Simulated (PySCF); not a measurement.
Compound: C7H15NO.
SMILES with atom numbers: `[CH3:1][CH2:2][CH2:3][N:4]([CH3:5])[C:6](=[O:7])[CH2:8][CH3:9]` (hydrogens: H10, H11, H12 on C1; H13, H14 on C2; H15, H16 on C3; H17, H18, H19 on C5; H20, H21 on C8; H22, H23, H24 on C9)

Geometry (PBE0-D3(BJ)/def2-SVP, Å), atoms numbered from 1 in this order:
```
atom  x, y, z in Å
C1     2.2897    0.7429   -0.8676
C2     2.5348   -0.2450    0.2617
C3     1.4959   -0.1618    1.3771
N4     0.1318   -0.3446    0.9188
C5    -0.2316   -1.6493    0.4267
C6    -0.6729    0.7589    0.8023
O7    -0.3080    1.8671    1.1538
C8    -2.0575    0.5410    0.2132
C9    -2.8291    1.8393    0.0850
H10    1.3358    0.5365   -1.3785
H11    3.0869    0.6934   -1.6243
H12    2.2335    1.7747   -0.4894
H13    2.5750   -1.2736   -0.1395
H14    3.5242   -0.0654    0.7152
H15    1.7128   -0.9187    2.1513
H16    1.5321    0.8279    1.8517
H17   -1.2946   -1.8634    0.5978
H18    0.3456   -2.4110    0.9718
H19   -0.0248   -1.7820   -0.6516
H20   -1.9564    0.0459   -0.7680
H21   -2.6058   -0.1766    0.8485
H22   -3.8311    1.6600   -0.3312
H23   -2.2991    2.5466   -0.5683
H24   -2.9353    2.3288    1.0629
```

The calculation used PBE0-D3(BJ)/def2-SVP geometry optimisation, gas phase (PySCF).

Take the most abundant isotopes and a rigid rotor. The values belong to one conformer with, in the numbering `[CH3:1][CH2:2][CH2:3][N:4]([CH3:5])[C:6](=[O:7])[CH2:8][CH3:9]`, C1–C2–C3–N4 56°, C2–C3–N4–C5 67°, C3–N4–C6–O7 -5°, N4–C6–C8–C9 -178°.

(1) What are A, B and C (cm⁻¹)?

(2) What kind of rotor is it?

(3) Is it planar, by Δ = Ic − Ia − Ib?

(4) Give the other two planar moments, Paa and Pbb, and the rms extents of the mass along the axes.

(5) Which types of transition are allowed, and where do some lines up to J = 3 fall?

(6) Estimate the classical rotational partition function at 25 K, 50 K and 500 K.

Results:

(1) Ia = 197.82, Ib = 499.11, Ic = 570.59 u·Å²; 505379 MHz·u·Å²/I gives 2555, 1013 and 885.7 MHz, that is A = 0.08522, B = 0.03378, C = 0.02954 cm⁻¹.

(2) An asymmetric top. Ray's parameter κ = (2B − A − C)/(A − C) = -0.848; −1 is the prolate and +1 the oblate limit.

(3) Not planar: Δ = Ic − Ia − Ib = -126.35 u·Å². For a rigid frame Δ = −2 Σ m c², so Σ m c² = 63.17 u·Å² lies off the ab plane: 18.34 from hydrogen and 44.84 from heavier atoms. The atom farthest from that plane is 1.78 Å away.

(4) Paa = Σ m a² = (Ib + Ic − Ia)/2 = 435.94 and Pbb = Σ m b² = (Ia + Ic − Ib)/2 = 134.65 u·Å². With the mass M = 129.12 u, the rms extents √(P/M) along a, b and c are 1.84, 1.02, 0.70 Å.

(5) The dipole components are |μa| = 0.99 D, |μb| = 3.01 D, |μc| = 1.36 D. Intensities carry the squares of the components, which stand as 0.11 : 1.00 : 0.20 (a : b : c). Some lines, for components of 0.1 D or more:

| type | branch | J(Ka,Kc) | MHz | lower level (cm⁻¹) |
| --- | --- | --- | --- | --- |
| a | Q | 2(1,1) ← 2(1,2) | 381 | 0.237 |
| a | Q | 3(1,2) ← 3(1,3) | 761 | 0.421 |
| c | Q | 3(1,3) ← 3(0,3) | 1258 | 0.379 |
| c | Q | 2(1,2) ← 2(0,2) | 1423 | 0.190 |
| c | Q | 1(1,1) ← 1(0,1) | 1542 | 0.063 |
| a | R | 1(0,1) ← 0(0,0) | 1898 | 0.000 |
| b | Q | 3(1,2) ← 3(0,3) | 2019 | 0.379 |
| b | R | 2(0,2) ← 1(1,1) | 2247 | 0.115 |
| c | R | 1(1,0) ← 0(0,0) | 3567 | 0.000 |
| b | R | 3(0,3) ← 2(1,2) | 4242 | 0.237 |
| c | Q | 3(2,2) ← 3(1,2) | 4441 | 0.446 |
| b | Q | 3(2,1) ← 3(1,2) | 4478 | 0.446 |
| c | Q | 2(2,1) ← 2(1,1) | 4626 | 0.250 |
| b | R | 2(1,2) ← 1(0,1) | 5212 | 0.063 |
| a | R | 3(1,3) ← 2(1,2) | 5500 | 0.237 |
| c | R | 2(1,1) ← 1(0,1) | 5592 | 0.063 |
| a | R | 3(2,1) ← 2(2,0) | 5725 | 0.404 |
| a | R | 3(1,2) ← 2(1,1) | 5880 | 0.250 |
| c | R | 3(1,2) ← 2(0,2) | 7684 | 0.190 |
| c | R | 2(2,1) ← 1(1,1) | 8677 | 0.115 |
| c | R | 3(2,1) ← 2(1,1) | 10359 | 0.250 |
| c | R | 3(2,2) ← 2(1,2) | 10702 | 0.237 |
| b | R | 3(2,1) ← 2(1,2) | 10739 | 0.237 |
| b | R | 3(3,1) ← 2(2,0) | 13720 | 0.404 |
| c | R | 3(3,0) ← 2(2,0) | 13720 | 0.404 |

(6) Point group C1, symmetry number σ = 1; q = (√π/σ)·√((kT/h)³/(ABC)), k/h = 20836.6 MHz/K: 13900 at 25 K, 39400 at 50 K, 1250000 at 500 K.

PBE0-D3(BJ)/def2-SVP frequencies: not computed here. Constants of a rigid frame at the computed geometry: no zero-point averaging, no centrifugal distortion. A rigid rotor knows nothing of internal rotation, which can split or shift real lines. Quadrupole hyperfine structure (14N) is left out.
